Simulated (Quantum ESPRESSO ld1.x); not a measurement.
The numbers below are computed, except where a source is named.
Question: The mean radii <r> (bohr) of the occupied orbitals of an atom or ion are listed with their occupations. Level of theory: Dirac Kohn-Sham, BLYP, spin-unpolarised, spherical densities, point nucleus (ld1.x of Quantum ESPRESSO 7.5).

orbital      occ.      <r>
1s1/2           2  0.01604
2s1/2           2  0.06689
2p1/2           2  0.05487
2p3/2           4  0.06379
3s1/2           2   0.1739
3p1/2           2   0.1644
3p3/2           4   0.1807
3d3/2           4   0.1570
3d5/2           6   0.1619
4s1/2           2   0.3841
4p1/2           2   0.3853
4p3/2           4   0.4199
4d3/2           4   0.4246
4d5/2           6   0.4357
5s1/2           2   0.8538
4f5/2           6   0.4509
4f7/2           8   0.4572
5p1/2           2   0.9125
5p3/2           4    1.005
5d3/2           4    1.275
5d5/2           6    1.323
6s1/2           2    2.252
6p1/2    0.333333    2.780
6p3/2    0.666667    3.129

Name the element and its charge. Open shells, if any, are shared by 2j + 1.

Answer: Z = 82, lead, charge +1: Pb+ in [Hg] 6p1. The 1s radius gives Z: for a bare nucleus <r> = (2 gamma + 1)/(2Z) with gamma = sqrt(1 - (Z/c)^2), 0.01587 bohr for Z = 82, and screening makes it slightly larger (0.01604 here). The occupations add up to 81, and the charge is Z minus that.
